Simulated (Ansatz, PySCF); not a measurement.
C₄H₁₂Si₂, SMILES CC[SiH2]/C=C/[SiH3].

The structure is a stationary point at B3LYP-D3(BJ)/def2-SVP. The structure was generated by enumeration; whether it is a known compound was not checked. The values are those of a single conformer.

Vertical ionisation energy (IE) and electron affinity (EA) in eV. Rows of orbital energies are one-electron estimates. Where ΔSCF, EOM or ADC give a negative EA the extra electron is unbound and the value depends on the basis.

```tsv
level	IE	EA
−ε(HOMO), −ε(LUMO), B3LYP/def2-TZVP (PySCF)	7.56	1.12
−ε(HOMO), −ε(LUMO), PBE/def2-TZVP (PySCF)	6.66	1.89
ΔSCF, CAM-B3LYP/def2-SVPD (Ansatz), final states of multiplicity 2 and 2	9.70	-0.78
ΔSCF, PBE/def2-SVPD (Ansatz), final states of multiplicity 2 and 2	9.12	-0.55
```

Q: What vertical singlet–triplet gap does ΔSCF give with CAM-B3LYP/def2-SVPD (Ansatz, a program for electronic structure) and with PBE/def2-SVPD (Ansatz)? (An estimate is asked for; the answer gives what the named calculation found.)

A: 4.01 and 4.02 eV (triplet above singlet where positive).
